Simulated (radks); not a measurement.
Task: All-electron atom: Hg3+ in [Xe] 4f14 5d6 6p3 (not the ground configuration). Method: Dirac Kohn-Sham, PBE, spin-unpolarised, spherical densities, point nucleus; open shells fill j = l - 1/2 first; computed with a radial shooting solver on a logarithmic mesh with Libxc functionals.

Spin-orbit splittings of the eigenvalues, e(l+1/2) - e(l-1/2), with zeta = 2 splitting/(2l+1) and mean radii in bohr:

shell  occ.  splitting (eV)  zeta (eV)  <r> j=l-1/2  <r> j=l+1/2
2p        6            1948       1299      0.05692      0.06560
3p        6           431.5      287.7       0.1704       0.1863
3d       10           92.45      36.98       0.1621       0.1670
4p        6           104.2      69.48       0.4011       0.4352
4d       10           19.43      7.772       0.4423       0.4535
4f       14           4.204      1.201       0.4781       0.4847
5p        6               ?          ?       0.9554        1.041
5d        6           2.397     0.9590        1.281        1.317
6p        3           2.945      1.963        2.369        2.561

Estimate the 5p splitting.

Result: 19.13 eV (zeta = 12.75 eV).
